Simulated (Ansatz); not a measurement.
A nudged elastic band was laid between two geometries of CH5ClSn + H2 (10 atoms, charge 0, multiplicity 1).

These are results of RHF/def2-SVP in Ansatz 0.2.0, not measurements.

```yaml
movable_images: 7
climbing_image: yes
spring: 5.0 eV/Å²
optimiser: quadratic models (default)
start_path: through a guess of the saddle point
force_threshold: 0.05 eV/Å
iteration_limit: 60
end_points: relaxed
```

First end point:

```xyz
10
Properties=species:S:1:pos:R:3
Sn -0.429 -0.393 0.128
C -0.370 -0.419 2.274
H -1.369 -0.588 2.676
H 0.288 -1.218 2.615
H 0.006 0.535 2.641
Cl 1.808 -0.078 -0.608
H -1.312 0.916 -0.512
H -0.924 -1.877 -0.548
H 2.629 2.515 1.167
H 2.698 3.097 1.630
```

Last end point:

```xyz
10
Properties=species:S:1:pos:R:3
Sn 0.651 0.194 -0.986
C -0.096 0.322 3.455
H -1.025 0.473 2.905
H 0.277 -0.686 3.274
H -0.285 0.451 4.520
Cl 1.285 -0.046 -3.252
H -0.856 0.981 -0.992
H 0.560 -1.378 -0.347
H 1.866 1.127 -0.247
H 0.646 1.052 3.131
```

Problem. What changes between the two ends?

Solution. Bonds broken: Sn1–C2, H9–H10. Bonds formed: Sn1–H9, C2–H10. CH5ClSn + H2 becomes CH4 + ClH3Sn.

Problem. What energy profile does the band end with?

Solution. The forces met the threshold. The highest image is number 4 of 0 to 8, 343.6 kJ/mol above the first end and 409.1 kJ/mol above the last; the last end lies 65.5 kJ/mol below the first. Neighbouring images differ by up to 3.5 eV, so the band resolves the path poorly. A vibrational analysis at the climbing image gives one clearly imaginary mode, 2056i cm⁻¹: a first-order saddle point. The orbitals stay closed-shell, which can raise the energy where a bond breaks towards radicals; this wasn't checked here.

| image | path coordinate (Å) | energy (kJ/mol) | Sn1–C2 (Å) | H9–H10 (Å) | Sn1–H9 (Å) |
| --- | --- | --- | --- | --- | --- |
| 0 | 0.00 | 0.0 | 2.15 | 0.75 | 4.35 |
| 1 | 1.33 | 0.3 | 2.15 | 0.75 | 4.21 |
| 2 | 2.67 | 10.6 | 2.15 | 0.75 | 3.54 |
| 3 | 4.00 | 82.6 | 2.20 | 0.74 | 2.76 |
| 4 | 5.33 | 343.6 | 2.50 | 0.99 | 1.98 |
| 5 | 6.31 | 3.1 | 3.02 | 1.74 | 1.71 |
| 6 | 7.28 | -56.8 | 3.58 | 2.34 | 1.70 |
| 7 | 8.26 | -64.8 | 4.08 | 3.06 | 1.70 |
| 8 | 9.23 | -65.5 | 4.51 | 3.59 | 1.70 |

Problem. What is the geometry of the highest image?

Solution. 
```xyz
10
Properties=species:S:1:pos:R:3
Sn 0.310 0.129 0.017
C -0.168 0.166 2.465
H -1.255 0.101 2.363
H 0.190 -0.749 2.944
H 0.030 1.009 3.137
Cl 1.725 0.457 -1.912
H -0.915 1.241 -0.301
H 0.266 -1.556 0.054
H 1.778 0.980 1.035
H 1.063 0.714 1.660
```

The run took 4 min on 1 thread of Arm Neoverse V2 (shared host), peak memory 0.2 GiB.
